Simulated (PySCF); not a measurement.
Static response to an electric field

Species: C4H12Si2.
Atom-mapped SMILES: `[CH2:1]=[CH:2][SiH2:3][CH2:4][CH2:5][SiH3:6]` (hydrogens: H7, H8 on C1; H9 on C2; H10, H11 on Si3; H12, H13 on C4; H14, H15 on C5; H16, H17, H18 on Si6)

Structure used (GFN2-xTB), in Å, numbered top down from 1:
```xyz
18
C4H12Si2 angstrom
C      3.5748    0.3252   -0.6656
C      2.5965    0.7269    0.1296
Si     1.2117   -0.3707    0.7788
C     -0.4396    0.2344    0.0433
C     -1.6333   -0.5961    0.5150
Si    -3.2749   -0.0205   -0.2522
H      3.6522   -0.6987   -0.9943
H      4.3448    0.9903   -1.0277
H      2.5789    1.7700    0.4256
H      1.1591   -0.2708    2.2456
H      1.4449   -1.7671    0.3891
H     -0.6041    1.2803    0.3123
H     -0.3896    0.2060   -1.0477
H     -1.6918   -0.5477    1.6043
H     -1.4596   -1.6457    0.2688
H     -3.2012   -0.1582   -1.7091
H     -3.5032    1.3871    0.0847
H     -4.3744   -0.8386    0.2632
```

Level: B3LYP/def2-SVPD (PySCF), static field, nuclei fixed, core orbitals frozen in the response. The polarisability tensor in these axes (au):

```
x   137.53   1.54  -5.99
y     1.54  90.53  -1.44
z    -5.99  -1.44  92.28
```

Diagonalise the tensor; give its mean and Δα, where Δα² is half the sum of the squared differences of the eigenvalues.

Principal values 89.66, 92.31 and 138.38 au; mean 106.78 au = 15.82 Å³ = 17.61 × 10⁻⁴⁰ C²·m²/J; Δα = 47.45 au (44 % of the mean).

What is the dipole moment, and where does it point?

(0.44, 0.21, -0.14) D, 0.50 D in size, pointing from the negative to the positive side. Measured along this direction, the outermost atoms are H18 at the negative end and H8 at the positive end.

Refractivity n − 1 of an ideal gas of it at 500 K and 1 atm, from the electronic α?

N = p/kT = 1.4678 × 10¹⁹ cm⁻³, so n − 1 = 2π × N × 15.82 × 10⁻²⁴ cm³ = 1459 × 10⁻⁶ at long wavelengths.

How large is μ²/3kT at 500 K beside α?

In Gaussian units μ²/3kT = 1.22 Å³ against 15.82 Å³, a ratio of 0.08; the Debye molar polarisation (4π/3)N_A(α + μ²/3kT) is 43.0 cm³/mol, leaving out the vibrational part.

What molar refraction does this α imply?

Lorentz–Lorenz: R = (4π/3)N_A α = 2.5225 cm³/(mol·Å³) × 15.82 Å³ = 39.9 cm³/mol, in the limit of long wavelengths.

Rayleigh depolarisation ratio (linearly polarised light, static tensor)?

ρ = 3Δα²/(45ᾱ² + 4Δα²) = 6753.3/(513105 + 9004.4) = 0.0129.

Geometry: GFN2-xTB, one conformer, isolated molecule.

These values come from a run that also computed excited states. The run took 34 s on Arm Neoverse V2, one thread, shared host, and the process peaked at 0.88 GiB of memory.
